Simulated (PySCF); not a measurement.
# Substituent chemical shifts

Parent skeleton `[O-:1][n+:2]1[cH:3][cH:4][cH:5][cH:6][cH:7]1`; one hydrogen on atom 5 is replaced by X. Hydrogens on one atom are averaged.

Computational details: coordinates at the GFN2-xTB level, PBE0/pcSseg-1 with gauge-including orbitals, in PySCF 2.14 (a single conformation, rapidly exchanging positions averaged, isolated molecule, non-relativistic).

Shifts are taken against calculated references (same method and geometry level): 17O against H2O; 15N vs NH3; TMS for 13C, 1H.

Parent (X = H): O1 478.3, N2 339.2, C3/C7 144.5, C4/C6 132.8, C5 123.8, H(C3)/H(C7) 8.30, H(C4)/H(C6) 7.36 ppm. Effects are Δδ = δ(X) − δ(H), positive for deshielding.

Known members:
| X | O1 | N2 | C3/C7 | C4/C6 | C5 | H(C3)/H(C7) | H(C4)/H(C6) |
| --- | --- | --- | --- | --- | --- | --- | --- |
| isopropenyl | +4.2 | -2.3 | -0.9 | -3.9 | +14.2 | -0.06 | +0.02 |
| Cl | -0.7 | -3.7 | +0.4 | +0.8 | +12.1 | -0.08 | -0.09 |

Four more derivatives gave (Δδ, ppm):
```json
{"compound": "1", "O1": "-45.5", "N2": "-15.7", "C3/C7": "+0.0", "C4/C6": "-15.2", "C5": "+33.1", "H(C3)/H(C7)": "-0.13", "H(C4)/H(C6)": "-0.61"}
{"compound": "2", "O1": "-2.9", "N2": "-2.8", "C3/C7": "+0.5", "C4/C6": "-4.1", "C5": "+26.3", "H(C3)/H(C7)": "+0.02", "H(C4)/H(C6)": "-0.24"}
{"compound": "3", "O1": "-13.2", "N2": "-4.1", "C3/C7": "-0.2", "C4/C6": "-0.1", "C5": "+13.8", "H(C3)/H(C7)": "-0.05", "H(C4)/H(C6)": "-0.20"}
{"compound": "4", "O1": "-19.2", "N2": "-6.2", "C3/C7": "-0.6", "C4/C6": "-4.7", "C5": "+18.5", "H(C3)/H(C7)": "-0.12", "H(C4)/H(C6)": "-0.47"}
```

Their substituents are OC2H5, OCHO, allyl, cPr. Which is which?

Answers

1: X = OC2H5 (CCOc1cc[n+]([O-])cc1); 2: X = OCHO (O=COc1cc[n+]([O-])cc1); 3: X = allyl (C=CCc1cc[n+]([O-])cc1); 4: X = cPr ([O-][n+]1ccc(C2CC2)cc1).

Unscaled 17O shifts of doubly bonded oxygen tend to come out too high, by tens of ppm or more. Experimental scales use liquid or dissolved standards, which lie at an offset from isolated H2O (liquid H2O: subtract about 36 ppm) and NH3 (liquid NH3: subtract about 20 ppm). Unscaled 15N shifts of sp2 nitrogen come out 20 to 40 ppm too high even then.
